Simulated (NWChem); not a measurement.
System: CH4Zn; SMILES [CH3][ZnH]

```xyz
6

Zn    -0.0023    -0.3947     0.0000
H     -0.0047    -1.9458    -0.0001
C     -0.0001     1.5503     0.0000
H      0.9636     1.9542     0.3744
H     -0.8059     1.9552     0.6472
H     -0.1574     1.9548    -1.0216
```
Atoms are numbered in this order, from 1.

Computed with NWChem. All runs use the structure optimised with PBE-D3(BJ)/def2-SVP. Ions are spin-unrestricted doublets at the neutral geometry; other ion states weren't tried.

```tsv
level	vertical ionisation energy, ΔSCF (eV)	−ε(HOMO) (eV)	ΔSCF minus −ε(HOMO) (eV)
B3LYP/def2-SVPD	9.85	7.32	2.53
PBE/def2-SVPD	9.73	6.37	3.36
Hartree-Fock/def2-SVPD	[?]	[?]	[?]
BHandHLYP/def2-SVPD	9.77	8.57	1.20
```

Q: Fill in the missing entries.

A: 
- Hartree-Fock/def2-SVPD, vertical ionisation energy, ΔSCF (eV): 8.91
- Hartree-Fock/def2-SVPD, −ε(HOMO) (eV): 10.27
- Hartree-Fock/def2-SVPD, ΔSCF minus −ε(HOMO) (eV): -1.36
